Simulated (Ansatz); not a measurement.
`OC[SiH2][SbH2]` → C• + 7 H• + O• + Sb• + Si•  (atomization)

Gas-phase electronic energies from Ansatz, PBE0-D4/def2-TZVP geometries. CBS: MP2 limit from def2 TZ/QZ plus the TZ coupled-cluster correction, frozen cores. This one scheme is used for every species, atoms too. Functionals use def2-TZVPP. B3LYP here is the variant with VWN-RPA as its local correlation; programs differ in this. No spin–orbit coupling; open shells (•) take unrestricted orbitals. Spin–orbit coupling would lower the free atoms: a little for C, O, Si. def2 core potentials past Kr. For Sb outer-core shells are correlated without core-valence functions, so the limit isn't a true one: a few kJ/mol of doubt a bond, and 10 to 20 or more in all where bonds break to atoms. One conformer a species, not always the lowest.

```tsv
level	ΔE (kJ/mol)	difference from CCSD(T)/CBS
PBE0-D4	3372.8	-33.4
B2PLYP	3342.3	-63.9
r2SCAN	3382.8	-23.4
PBE0	3351.1	-55.1
B3LYP	3362.6	-43.6
MP2/def2-TZVPP	3292.9	-113.3
SCS-MP2/def2-TZVPP	3310.6	-95.6
MP2/def2-QZVPP	3354.5	-51.7
SCS-MP2/def2-QZVPP	3380.7	-25.5
CCSD/CBS(def2)	3356.3	-49.9
CCSD(T)/CBS	3406.2	0
```

Largest T1 diagnostic among the species: 0.013.

In def2-TZVPP, CCSD(T) changes the Hartree–Fock value by +936.3 kJ/mol (the triples alone add +49.9 kJ/mol) and MP2 by +926.6 kJ/mol; breaking electron pairs costs correlation energy, which Hartree–Fock lacks. The D4 term adds +41.0 kJ/mol with B3LYP and +21.7 kJ/mol with PBE0; it sums over pairs of atoms, weighted by their polarisabilities, and B3LYP, whose exchange is more repulsive, gets the larger term.

For atomizations the MP2-based limit and the directly extrapolated one differ by several kJ/mol either way, and by 10 to 25 for some Ge, Se and Sn compounds, so smaller differences from it don't rank the levels.
